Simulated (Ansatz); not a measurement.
A run for Ansatz (a first-principles code): R-CCSD(T)/def2-QZVPPD on H2Se (SMILES [SeH2]). Files ending in .json are basis or fitting sets from the Basis Set Exchange. The run froze 14 orbitals, filled d shells among them.

Ansatz 0.2 input:
```yaml
crystal:
  periodic: [false, false, false]
  atoms:
    - {symbol: Se, position_ang: [0.18289968, 0.15743121, 3.55738942]}
    - {symbol: H, position_ang: [0.39995312, -0.07242723, 4.99614525]}
    - {symbol: H, position_ang: [0.39339564, -1.26183548, 3.24883068]}
basis:
  gaussian:
    orbitals: def2-QZVPPD.json
magnetization: {spin_polarized: false}
correlation: {method: ccsd_t, electrons: outside_noble_gas}
scf: {lower_state_search: off}
```

Question: What total energy does the run end on?

Answer: -2401.2648 hartree (reference determinant -2401.0522, T1 diagnostic 0.010).

Question: How many basis functions does it have, and what does it roughly cost on one machine?

Answer: 164 functions; roughly 9 core-seconds.
